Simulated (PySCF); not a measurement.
## Electronic structure of Co (cobalt, neutral) at the PBE level

Configuration: [Ar] 3d7 4s2, high-spin 4F determinant. All numbers are calculated (PySCF 2.14, scalar relativity by spin-free X2C-1e, in x2c-SVPall).

| Item | Value |
| --- | --- |
| Total energy | -1392.757 hartree |
| One-electron energy | -1925.305 hartree |
| Hartree (Coulomb) energy | 592.153 hartree |
| Exchange-correlation energy | -59.605 hartree |
| ⟨S²⟩ | 3.7550 |
| ⟨L²⟩ | 12.010 |
| Sum of ⟨r⟩ | 21.72 bohr |
| Sum of ⟨r²⟩ | 37.05 bohr² |
| Langevin diamagnetic susceptibility | -29.3 ×10⁻⁶ cm³/mol |
| Time after the integrals | 0.59 s of wall time on 1 thread of Neoverse-V1 (shared host) |

```
shell  electrons  mean orbital energy (hartree)  spread (hartree)  rms radius, mean of both spins (bohr)
 1s α          1                     -278.81787                 0                                 0.0649
 1s β          1                     -278.81751                 0                                 0.0649
 2s α          1                      -33.07572                 0                                  0.277
 2s β          1                      -33.02055                 0                                  0.277
 2p α          3                      -28.34228                 0                                  0.249
 2p β          3                      -28.30031                 0                                  0.249
 3s α          1                       -3.82347                 0                                  0.832
 3s β          1                       -3.69610                 0                                  0.832
 3p α          3                       -2.47278                 0                                  0.891
 3p β          3                       -2.34807                 0                                  0.891
 3d α          5                       -0.35427           0.04224                                   1.23
 3d β          2                       -0.27075                 0                                   1.23
 4s α          1                       -0.20978                 0                                   3.14
 4s β          1                       -0.18944                 0                                   3.14
```

Densities and radii are taken from the X2C orbitals without a picture-change correction, which distorts them close to the nucleus.
